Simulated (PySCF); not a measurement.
# Configurations of CeC

Unrestricted PBE0; basis Ce x2c-SVPall, C x2c-SVPall; spin-free X2C with a Gaussian nucleus; PySCF 2.14. The search starts from ions with several 4f fillings and holds each by maximum overlap.

The lowest solution has 2Ms+1 = 3, about 1.2 4f electrons, near 1.88 Å.

The lowest solution of each spin and filling, followed along the bond (rough minima from three points):

```
2Ms+1  4f population  ⟨S²⟩ at the start  R at minimum (Å)  Te (eV)
    3           1.21               2.01              1.88     0.00
    1           1.21               1.04              1.88     0.11
    5           1.26               6.00              2.03     0.54
```

Solutions at the starting distance of 2.033 Å, counted from the lowest; the search is not exhaustive:

```json
{"2Ms+1": "3", "4f population": "1.21", "E (eV)": "0.00", "⟨S²⟩": "2.01", "⟨Lz²⟩": "5.8", "μ (D)": "-7.66"}
{"2Ms+1": "1", "4f population": "1.21", "E (eV)": "0.09", "⟨S²⟩": "1.04", "⟨Lz²⟩": "4.0", "μ (D)": "-7.65"}
{"2Ms+1": "3", "4f population": "1.22", "E (eV)": "0.09", "⟨S²⟩": "2.01", "⟨Lz²⟩": "4.0", "μ (D)": "-7.74"}
{"2Ms+1": "1", "4f population": "1.23", "E (eV)": "0.10", "⟨S²⟩": "1.02", "⟨Lz²⟩": "9.0", "μ (D)": "-7.66"}
{"2Ms+1": "3", "4f population": "1.17", "E (eV)": "0.21", "⟨S²⟩": "2.01", "⟨Lz²⟩": "0.0", "μ (D)": "-7.14"}
{"2Ms+1": "5", "4f population": "1.26", "E (eV)": "0.26", "⟨S²⟩": "6.00", "⟨Lz²⟩": "5.1", "μ (D)": "-3.65"}
{"2Ms+1": "1", "4f population": "1.17", "E (eV)": "0.32", "⟨S²⟩": "0.96", "⟨Lz²⟩": "0.0", "μ (D)": "-7.62"}
{"2Ms+1": "3", "4f population": "1.23", "E (eV)": "0.36", "⟨S²⟩": "2.94", "⟨Lz²⟩": "7.0", "μ (D)": "-5.14"}
{"2Ms+1": "3", "4f population": "1.25", "E (eV)": "0.38", "⟨S²⟩": "2.94", "⟨Lz²⟩": "8.4", "μ (D)": "-4.92"}
{"2Ms+1": "1", "4f population": "1.23", "E (eV)": "0.42", "⟨S²⟩": "1.96", "⟨Lz²⟩": "5.1", "μ (D)": "-4.95"}
{"2Ms+1": "3", "4f population": "1.25", "E (eV)": "0.53", "⟨S²⟩": "2.93", "⟨Lz²⟩": "5.2", "μ (D)": "-3.51"}
{"2Ms+1": "5", "4f population": "1.20", "E (eV)": "0.55", "⟨S²⟩": "6.01", "⟨Lz²⟩": "2.3", "μ (D)": "-3.75"}
{"2Ms+1": "1", "4f population": "1.26", "E (eV)": "0.66", "⟨S²⟩": "2.01", "⟨Lz²⟩": "5.1", "μ (D)": "-3.41"}
```

Partly filled real f orbitals mix terms, so no term symbols are given. A population far from a whole number shows f orbitals mixing with d and ligand orbitals, not a clean configuration. A positive dipole means Ce(−)C(+).

Spin–orbit coupling is left out. The state is the lowest single determinant that the PBE0 search found; with open d or f shells the true ground state can be another one.
